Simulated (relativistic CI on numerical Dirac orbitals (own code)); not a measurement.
## Sensitivity of the levels of Ag X to α and to the nuclear radius

Computed by Dirac-Coulomb-Breit CI, separate exchange-only KLI orbitals for each configuration, derivatives by finite differences, unscaled Slater integrals, QED left out (own radial code, finite nucleus).

Configuration list (outside the closed core [Ar] 3d10 4s2): 4p⁶4d², 4p⁵4d³, 4p⁶4d4f, 4p⁶4d5s, 4p⁶4f², 4p⁶4d5p, 4p⁶5s². Double excitations out of closed p, d and f shells are left out; levels of such configurations are missing from the list, as are those of other unlisted configurations, and high levels can miss mixing partners.

With x = (α/α₀)² − 1 an excitation energy changes as ω = ω₀ + qx; K = 2q/ω₀ is the relative enhancement. Terms are leading LS components, so labels can repeat. The field-shift factor is F = δν/δ⟨r²⟩ for the transition from the lowest level.

Lowest level 4p⁶4d² ³F2.

| Level | ω₀ (cm⁻¹) | q (cm⁻¹) | F (GHz/fm²) |
| --- | --- | --- | --- |
| 4p⁶4d² ³F3 | 5408 | 5985 | 0.0613 |
| 4p⁶4d² ³F4 | 10928 | 10940 | 0.116 |
| 4p⁶4d² ³P0 | 20461 | 2440 | 0.0772 |
| 4p⁶4d² ¹D2 | 20475 | 5024 | 0.11 |
| 4p⁶4d² ³P1 | 23048 | 5959 | 0.112 |
| 4p⁶4d² ³P2 | 29179 | 12760 | 0.191 |
| 4p⁶4d² ¹G4 | 32890 | 8151 | 0.154 |
| 4p⁶4d² ¹S0 | 67326 | 9271 | 0.286 |
| 4p⁶4d5s ³D1 | 381454 | -27080 | 21.6 |
| 4p⁶4d5s ³D2 | 383141 | -26200 | 21.5 |
| 4p⁶4d5s ³D3 | 389125 | -19550 | 21.7 |
| 4p⁶4d5s ¹D2 | 394930 | -19670 | 21.1 |
| 4p⁵4d³ ⁵D°2 | 426382 | 13700 | 1.36 |
| 4p⁵4d³ ⁵D°3 | 426958 | 13810 | 1.42 |
| 4p⁵4d³ ⁵S°2 | 426992 | 19710 | 1.3 |
| 4p⁵4d³ ⁵D°1 | 427437 | 13560 | 1.32 |
| 4p⁵4d³ ⁵D°0 | 428838 | 15530 | 1.29 |
| 4p⁵4d³ ⁵D°4 | 429289 | 16390 | 1.47 |
| 4p⁵4d³ ⁵F°5 | 437315 | 17740 | 1.5 |
| 4p⁵4d³ ⁵F°1 | 440528 | 20010 | 1.23 |
| 4p⁵4d³ ⁵F°2 | 440543 | 17410 | 1.3 |
| 4p⁵4d³ ⁵D°4 | 440662 | 19650 | 1.37 |
| 4p⁵4d³ ⁵D°3 | 441420 | 19380 | 1.3 |

At this charge energies of transitions that change n are usually good to better than 1 %, and those within a shell (Δn = 0) to a few per cent. Terms inside the open d or f shell come out 10 to 20 % too wide with unscaled integrals.

Q: Which transition from the lowest level has the largest |K|?

A: 4p⁶4d² ³F3 at 5408 cm⁻¹, K = 2.21.
